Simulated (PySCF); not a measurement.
**Basis and Hamiltonian dependence of the excitation energy of In**

In [Kr] 4d10 5s2 5p1 (2P) → In [Kr] 4d10 5s1 5p1 6s1 (4P). Calculated with PySCF 2.14 from differences of total energies of unrestricted determinants, without spin-orbit coupling. Values in eV.

```
                                                                               basis       Hamiltonian  functions    UHF  r2SCAN   PBE0  MP2 (valence)  CCSD(T) (valence)
                                                        aug-cc-pVDZ-PP with ECP28MDF               ECP         32  6.687   8.179  8.069          7.246              7.511
                                                      aug-cc-pwCVDZ-PP with ECP28MDF               ECP         48  6.672   8.181  8.068          7.272              7.524
                                                        aug-cc-pVTZ-PP with ECP28MDF               ECP         55  6.628   8.160  8.048          7.294              7.521
         aug-cc-pVTZ-PP with one added diffuse shell each of d, f type with ECP28MDF               ECP         67  6.628   8.159  8.048          7.294              7.520
                                                                     aug-cc-pVTZ-DK3     spin-free X2C         68  6.637   8.078  8.002          7.299              7.524
                   x2c-TZVPPall with one added diffuse shell each of s, p, d, f type     spin-free X2C         76  6.769   8.155  8.078          7.408              7.628
                             def2-QZVPPD with the def2 core potential (28 electrons)               ECP         88  6.618   8.166  8.048          7.328              7.533
                                                      aug-cc-pwCVTZ-PP with ECP28MDF               ECP         96  6.616   8.171  8.051          7.306              7.523
                                                                     aug-cc-pVQZ-DK3     spin-free X2C        102  6.611   8.080  7.996          7.320              7.524
aug-cc-pVQZ-PP with one added diffuse shell each of s, p, d, f, g type with ECP28MDF               ECP        117  6.595   8.164  8.045          7.313                n/a
                   x2c-QZVPPall with one added diffuse shell each of s, p, d, f type     spin-free X2C        128  6.617   8.088  8.005          7.322                n/a
                                                                          dyall-av2z  non-relativistic        130  6.176   7.494  7.444          6.780              7.057
```

Task: Estimate the row for aug-cc-pV5Z-PP with ECP28MDF (ECP, 139 functions).

Result: From the rows with the same Hamiltonian and similar size; the calculation gives UHF 6.60; r2SCAN 8.17; PBE0 8.05; MP2 (valence) 7.33 (eV).

Frozen in the all-electron rows: valence: [Kr] 4d10; with a core potential, the same shells as far as they lie outside it.

Non-relativistic rows lack the scalar-relativistic shift. The upper state lies above the first ionisation limit, but in LS coupling its spin forbids autoionisation to the ground ion; at this Z spin-orbit coupling breaks that rule. A Rydberg-like electron needs more diffuse functions than a valence basis has.
